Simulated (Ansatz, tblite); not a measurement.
Adding an electron: Hf₂S₂⁺. Total charge 1; doublet. Geometry: r2SCAN-D4/def2-SVP. Ansatz, gas phase; energy differences of separate SCF runs; the reduced species is a singlet (the triplet lies 0.07 eV higher at PBE0-D4/def2-TZVP).

```xyz
4

Hf   -1.031   -0.550    0.752
Hf    0.702    1.180   -0.215
S     1.337   -0.782    1.000
S    -1.008    0.152   -1.536
```

In the def2 sets Hf takes a core potential; there is no spin–orbit coupling. The xTB rows come from tblite. The structure comes from a short search, and lower isomers may exist.

```json
{"level": "GFN1-xTB", "−HOMO (eV)": "–", "−LUMO (eV)": "–", "vertical EA (eV)": "9.61", "HOMO–LUMO gap (eV)": "–", "remarks": "–"}
{"level": "PBE-D4/def2-TZVP", "−HOMO (eV)": "8.98", "−LUMO (eV)": "8.26", "vertical EA (eV)": "5.85", "HOMO–LUMO gap (eV)": "0.72", "remarks": "restricted singlet, untested (singlet)"}
```

Estimate the rows for PBE0-D4/def2-TZVP.


```tsv
level	−HOMO (eV)	−LUMO (eV)	vertical EA (eV)	HOMO–LUMO gap (eV)	remarks
PBE0-D4/def2-TZVP	9.77	7.29	5.76	2.48	restricted singlet, untested (singlet)
```

Run but left out: r2SCAN-D4/def2-TZVP (neutral singlet: restricted singlet with a triplet 0.02 eV lower at the same geometry).  HOMO and LUMO are the levels of the spin that leaves or enters (xTB has no such levels and no spin-polarisation term). Other spin states of the ions may lie lower, which would lower the ionisation energy or raise the affinity. Raw xTB energy differences between charge states are shifted by several eV; the methods need an empirical correction for them.
